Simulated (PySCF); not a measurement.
## Working out the ionisation energy of In

In [Kr] 4d10 5s2 5p1 (2P) → In⁺ [Kr] 4d10 5s2 (1S). Computed with PySCF 2.14 in aug-cc-pVTZ-DK3 (8s7p5d2f, 68 functions), with the spin-free X2C one-electron Hamiltonian (Gaussian nucleus). Frozen: [Kr] 4d10. Energies in hartree (1 hartree = 27.21139 eV):

```tsv
part	In (lower)	In⁺ (upper)
UHF	-5878.031821	-5877.840209
CCSD correlation	-0.041523	-0.032685
(T)	-0.000783	0.000000
```

Task: What does Hartree-Fock give?

Result: (-5877.840209) − (-5878.031821) = 0.191612 hartree = 5.214 eV.

Task: What do CCSD and CCSD(T) give?

Result: The CCSD correlation energies differ by 0.008838 hartree = 0.240 eV and the triples by 0.000783 hartree = 0.021 eV, so CCSD gives 5.454 eV and CCSD(T) 5.475 eV.

Measured between the centres of the two terms (NIST): 5.603 eV, so CCSD(T) (valence) is off by -0.128 eV.

What remains against the reference includes basis incompleteness, the frozen core and higher excitations.
